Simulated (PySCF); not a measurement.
C$_{3}$H$_{2}$N (SMILES C=[C-]C#N), charge -1, singlet, geometry from GFN2-xTB; M062X/6-311G** run with PySCF.

The PySCF input:
```python
from pyscf import gto, scf, dft

mol = gto.M(
    atom='''
C    -0.120595   -1.695859    0.008662
C     0.478959   -0.514868    0.006682
C    -0.036520    0.737111   -0.004464
H    -1.215760   -1.893473    0.001174
H     0.461673   -2.623511    0.018494
N    -0.168140    1.908383   -0.012135
''',
    basis='6-311g**',
    charge=-1,
    spin=0,
    verbose=4,
)

mf = dft.RKS(mol)
mf.xc = 'm062x'
mf.init_guess = 'vsap'
mf.kernel()
mf.analyze()
```

Write the output that PySCF gives for this input, abridged.


```
PySCF version 2.14.0

[INPUT] verbose = 4
[INPUT] num. atoms = 6
[INPUT] num. electrons = 28
[INPUT] charge = -1
[INPUT] spin (= nelec alpha-beta = 2S) = 0
[INPUT] symmetry False subgroup None
[INPUT] Mole.unit = angstrom
[INPUT] Symbol           X                Y                Z      unit          X                Y                Z       unit  Magmom
[...]
nuclear repulsion = 82.9466777955877
number of shells = 40
number of NR pGTOs = 140
number of NR cGTOs = 84
basis = 6-311g**
ecp = {}

******** <class 'pyscf.dft.rks.RKS'> ********
method = RKS
initial guess = vsap
damping factor = 0
level_shift factor = 0
DIIS = <class 'pyscf.scf.diis.CDIIS'>
diis_start_cycle = 1
diis_space = 8
diis_damp = 0
SCF conv_tol = 1e-09
SCF conv_tol_grad = None
SCF max_cycles = 50
direct_scf = True
direct_scf_tol = 1e-13
XC library pyscf.dft.libxc version 7.1.2
    S. Lehtola, C. Steigemann, M. J. T. Oliveira, and M. A. L. Marques,  SoftwareX 7, 1–5 (2018)
XC functionals = m062x
    Y. Zhao and D. G. Truhlar,  Theor. Chem. Acc. 120, 215 (2008)
    Y. Zhao and D. G. Truhlar,  Theor. Chem. Acc. 120, 215 (2008)
radial grids:
    Treutler-Ahlrichs [JCP 102, 346 (1995); DOI:10.1063/1.469408] (M4) radial grids

becke partition: Becke, JCP 88, 2547 (1988); DOI:10.1063/1.454033
pruning grids: <function nwchem_prune>
grids dens level: 3
symmetrized grids: False
atomic radii adjust function: <function treutler_atomic_radii_adjust>
small_rho_cutoff = 0
Set gradient conv threshold to 3.16228e-05
tot grids = 75872
[...]
init E= -169.647004461805
[...]
cycle= 1 E= -169.831610736735  delta_E= -0.185  |g|= 1.13  |ddm|= 2.47
[...]
cycle= 2 E= -169.651142073712  delta_E= 0.18  |g|= 1.49  |ddm|= 2.24
[...]
cycle= 3 E= -170.139621758859  delta_E= -0.488  |g|= 0.457  |ddm|= 1.17
[...]
cycle= 4 E= -170.181261920439  delta_E= -0.0416  |g|= 0.0438  |ddm|= 0.353
[...]
cycle= 5 E= -170.181634372654  delta_E= -0.000372  |g|= 0.0194  |ddm|= 0.0599
[...]
cycle= 6 E= -170.181727557219  delta_E= -9.32e-05  |g|= 0.00305  |ddm|= 0.0225
[...]
cycle= 7 E= -170.181730145228  delta_E= -2.59e-06  |g|= 0.00181  |ddm|= 0.00508
[...]
cycle= 8 E= -170.181730984304  delta_E= -8.39e-07  |g|= 0.000361  |ddm|= 0.00218
[...]
cycle= 9 E= -170.181731043269  delta_E= -5.9e-08  |g|= 8.62e-05  |ddm|= 0.000929
[...]
cycle= 10 E= -170.181731047075  delta_E= -3.81e-09  |g|= 2.46e-05  |ddm|= 0.000246
[...]
cycle= 11 E= -170.181731047455  delta_E= -3.79e-10  |g|= 8.47e-06  |ddm|= 8.48e-05
[...]
Extra cycle  E= -170.181731047474  delta_E= -1.89e-11  |g|= 8.69e-06  |ddm|= 2.06e-05
converged SCF energy = -170.181731047474
**** SCF Summaries ****
Total Energy =                        -170.181731047473818
Nuclear Repulsion Energy =              82.946677795587732
One-electron Energy =                 -399.121142861699809
Two-electron Energy =                  145.992734018638259
Two-electron Coulomb Energy =          170.013172139064011
DFT Exchange-Correlation Energy =      -24.020438120425766
HOMO-LUMO gap [eV] =                     6.498582942798588
**** MO energy ****
[...]
 ** Mulliken pop on meta-lowdin orthogonal AOs  **
 ** Mulliken pop  **
 ** Mulliken atomic charges  **
charge of    0C =     -0.30340
charge of    1C =     -0.40893
charge of    2C =      0.06628
charge of    3H =      0.02762
charge of    4H =      0.06139
charge of    5N =     -0.44296

WARN: System has nonzero charge -1; the dipole moment is origin-dependent.
Location of origin: [0. 0. 0.]

Dipole moment(X, Y, Z, Debye): -1.12243, -2.26235,  0.00401
```
